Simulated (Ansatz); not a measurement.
Cartesian coordinates in Å:
```
C -1.376 -0.329 0.685
Si -0.191 0.366 -0.595
C 1.475 0.749 0.159
O 0.120 -0.754 -1.782
H -2.346 -0.578 0.248
H -0.957 -1.237 1.132
H -1.547 0.400 1.482
H 1.916 -0.165 0.571
H 2.160 1.151 -0.590
H 1.378 1.480 0.965
H -0.631 -1.084 -2.276
```

Total charge 0; spin multiplicity 2.

(1) List the PBE/def2-TZVPP orbital energies in eV (Ansatz). (Estimate.)

Answers

(1) Computed: α occupied: -1779.67, -510.17, -268.50, -268.42, -137.30, -94.11, -94.04, -93.98, -24.87, -17.46, -16.85, -13.21, -10.49, -10.11, -9.95, -9.61, -9.48, -8.54, -8.09, -7.14, -4.04. α empty: -0.14, 0.56, 0.83, 1.87, 1.93, 2.06, 2.53, 2.71. β occupied: -1779.60, -510.11, -268.47, -268.39, -137.22, -93.99, -93.92, -93.91, -24.75, -17.37, -16.79, -13.12, -10.24, -9.99, -9.91, -9.54, -9.42, -8.38, -7.90, -7.01. β empty: -2.33, 0.06, 0.73, 1.14, 1.98, 2.08, 2.30, 2.81. ⟨S²⟩ = 0.752.
